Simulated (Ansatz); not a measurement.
Cost and result for the atomization energy of CH$_{9}$GaSi$_{2}$ (13 atoms, 11 bonds).

Cartesian coordinates in Å:
```
C 1.3473 -1.3092 -1.3882
Ga 1.6232 -2.4377 0.2943
Si -1.2619 -0.1870 1.0034
Si -0.4632 1.9620 0.5454
H 1.6475 -0.2656 -1.2401
H 1.9700 -1.7170 -2.1936
H 0.3102 -1.3115 -1.7424
H -0.1342 -1.0911 1.4046
H -2.2228 -0.1526 2.1382
H -1.9315 -0.7877 -0.1797
H 0.4950 1.9391 -0.5894
H 0.2227 2.5051 1.7481
H -1.6022 2.8534 0.1994
```

Charge 0, multiplicity 1. Correlated methods include outer-core shells of Ga, which these sets cover unevenly. Scalar relativity is left out up to krypton. The bonds changed during the relaxation, so this is another structure than the one it started from. The structure was optimised at the PBE0-D4/def2-TZVP level. It is one conformer, not always the lowest. Program: Ansatz. All runs use 4 threads of an Arm Neoverse V1 on a shared host. Times are those of one run each, without the atoms' runs, and a repeat can differ threefold. Electronic energies, without spin–orbit coupling; frozen cores. CCSD(T)/CBS adds CCSD(T) − MP2 in def2-TZVPP to the MP2 limit, and its time is that of the two runs behind it. T1 = 0.013. With those shells the extrapolation isn't a true limit. B3LYP takes the VWN-RPA correlation (the form of Gaussian; ORCA's B3LYP/G).

CCSD(T)/CBS is a level of theory with its own doubt, some kJ/mol a heavy atom from the limit and from the frozen cores, so smaller differences don't rank the functionals.

```json
{"level": "PBE-D4/def2-TZVPP (with forces)", "functions": "289", "wall time": "3.8 s", "atomization (kJ/mol)": "3788.5", "difference from CCSD(T)/CBS": "-37.8", "per bond": "-3.4"}
{"level": "PBE0-D4/def2-TZVPP", "functions": "289", "wall time": "5.5 s", "atomization (kJ/mol)": "3775.9", "difference from CCSD(T)/CBS": "-50.4", "per bond": "-4.6"}
{"level": "r2SCAN-D4/def2-TZVPP (with forces)", "functions": "289", "wall time": "7.5 s", "atomization (kJ/mol)": "3807.9", "difference from CCSD(T)/CBS": "-18.4", "per bond": "-1.7"}
{"level": "B3LYP-D4/def2-TZVPP (with forces)", "functions": "289", "wall time": "8.5 s", "atomization (kJ/mol)": "3821.8", "difference from CCSD(T)/CBS": "-4.5", "per bond": "-0.4"}
{"level": "B2PLYP/def2-TZVPP", "functions": "289", "wall time": "9.5 s", "atomization (kJ/mol)": "3758.8", "difference from CCSD(T)/CBS": "-67.5", "per bond": "-6.1"}
{"level": "ωB97X-V/def2-TZVPP", "functions": "289", "wall time": "14 s", "atomization (kJ/mol)": "3834.8", "difference from CCSD(T)/CBS": "8.5", "per bond": "0.8"}
{"level": "ωB97M-V/def2-TZVPP (with forces)", "functions": "289", "wall time": "21 s", "atomization (kJ/mol)": "3811.3", "difference from CCSD(T)/CBS": "-15.0", "per bond": "-1.4"}
{"level": "MP2/def2-QZVPP", "functions": "556", "wall time": "44 s", "atomization (kJ/mol)": "3747.4", "difference from CCSD(T)/CBS": "-78.9", "per bond": "-7.2"}
{"level": "CCSD(T)/def2-TZVPP", "functions": "289", "wall time": "5.7 min", "atomization (kJ/mol)": "3740.1", "difference from CCSD(T)/CBS": "-86.2", "per bond": "-7.8"}
{"level": "CCSD(T)/CBS(def2)", "functions": "–", "wall time": "6.4 min", "atomization (kJ/mol)": "3826.3", "difference from CCSD(T)/CBS": "0.0", "per bond": "0.0"}
```

In def2-TZVPP, CCSD(T) changes the Hartree–Fock value by +840.5 kJ/mol (the triples alone add +32.7 kJ/mol) and MP2 by +797.0 kJ/mol; breaking electron pairs costs correlation energy, which Hartree–Fock lacks. From PBE to PBE0 (25 % exact exchange), in def2-TZVPP and without D4, the atomization energy moves by −8.7 kJ/mol: exact exchange takes away binding that semilocal exchange gives to molecules. The D4 term adds +49.2 kJ/mol with B3LYP and +26.5 kJ/mol with PBE0; it sums over pairs of atoms, weighted by their polarisabilities, and B3LYP, whose exchange is more repulsive, gets the larger term.
